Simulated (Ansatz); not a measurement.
Species: SiF₂, charge 0, multiplicity 1. SMILES: [Si](F)F
Coordinates optimised at B3LYP-D3(BJ)/def2-TZVP (Ansatz, a quantum-chemistry and plane-wave program):
```xyz
3

Si     0.0153     0.0127     0.5768
F      1.0240    -0.6902    -0.4611
F     -1.0478     0.6704    -0.4362
```
Charge 0, spin multiplicity 1.

Quantity: vertical ionisation energy to the doublet, in eV. Terms: spin-orbit terms left out; 6-311+G** with 5d, 6d on Na to Ar in Ansatz; frozen cores in correlated levels; each state is the SCF solution reached for its charge and spin; no dispersion term unless named; 6-31G* and kin with 6d, 5d where marked; non-relativistic; UHF or UKS for open shells. First-principles rows: single points at B3LYP-D3(BJ) geometries (Ansatz). The Hartree-Fock reference of F[Si]F is unstable towards a lower, spin-broken solution.

| level | program | vertical ionisation energy to the doublet (eV) |
|---|---|---|
| HF/6-311+G** | Ansatz | 10.42 |
| PBE/6-31G* | Ansatz | 10.66 |
| PBE/6-311+G** | Ansatz | 11.04 |
| B3LYP/STO-3G | Ansatz | 6.99 |
| B3LYP/3-21G | Ansatz | 10.83 |
| B3LYP/6-31G* | Ansatz | 10.93 |
| B3LYP/6-311+G** | Ansatz | 11.31 |
| MP2/6-31G* | Ansatz | 10.54 |
| MP2/6-311+G** | Ansatz | 10.89 |
| B3LYP/def2-TZVPD | Ansatz | 11.16 |

No value to compare with is used here. The 9 habitual levels span 6.99 (B3LYP/STO-3G) to 11.31 eV (B3LYP/6-311+G**); B3LYP/def2-TZVPD gives 11.16.

The levels are drawn from those run, B3LYP/6-31G* more often than the rest, none by its result; runs whose electronic state is in doubt are left out.
